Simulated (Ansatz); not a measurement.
`[OH][GeH2][SiH](O)F`, relaxed with RKS PBE0-D4/def2-TZVP in the Gaussian-basis code of Ansatz from a PBE-D4/def2-SVP geometry. The force threshold is 0.005 eV/Å; the program also tests the step.

Charge 0, multiplicity 1.

Start:

```xyz
10

O     1.196   -0.137   -1.847
Ge    0.648    0.929   -0.488
Si   -0.987   -0.380    0.645
O    -0.148   -1.616    1.387
F    -1.688    0.595    1.771
H     1.886    0.307   -2.374
H     1.846    1.301    0.439
H     0.042    2.249   -1.060
H    -2.115   -0.894   -0.207
H    -0.680   -2.354    1.735
```

(1) How much energy does the relaxation release, and in how many steps? (Estimate.)

(2) Which bonds change most? (An estimate is asked.)

(3) Give the relaxed structure. (An estimate is asked.)

Results:

(1) Computed: 7.68 kJ/mol, in 12 steps.

(2) Ansatz gave: Si3–F5 from 1.646 to 1.602 Å; Si3–O4 from 1.668 to 1.633 Å; O1–Ge2 from 1.813 to 1.791 Å; Si3–H9 from 1.504 to 1.485 Å.

(3) The calculation gave: 
```xyz
10

O     1.115   -0.077   -1.874
Ge    0.666    0.931   -0.463
Si   -0.978   -0.387    0.647
O    -0.182   -1.548    1.475
F    -1.780    0.565    1.656
H     1.804    0.321   -2.409
H     1.916    1.205    0.399
H     0.111    2.283   -0.963
H    -2.003   -0.979   -0.250
H    -0.667   -2.315    1.783
```
